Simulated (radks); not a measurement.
Task: These are the eigenvalues of the occupied orbitals of an atom or ion with whole-number occupations (eV). Calculated with a radial shooting solver on a logarithmic mesh with Libxc functionals: non-relativistic Kohn-Sham, PBE, spin-polarised, spherical densities, point nucleus.

1s: -32312.60
2s: -7698.674

Which element is it, and in what charge state? The configuration may be excited. Open shells, if any, are filled with parallel spins first.

Result: Z = 50, tin, charge +46: Sn46+ in [He] 2s2. The 1s level, -1187.5 hartree, gives Z - s = 48.7 by -(Z - s)^2/2, which with screening narrows Z to a few neighbours, and with so few levels the electron count can be read from the list.
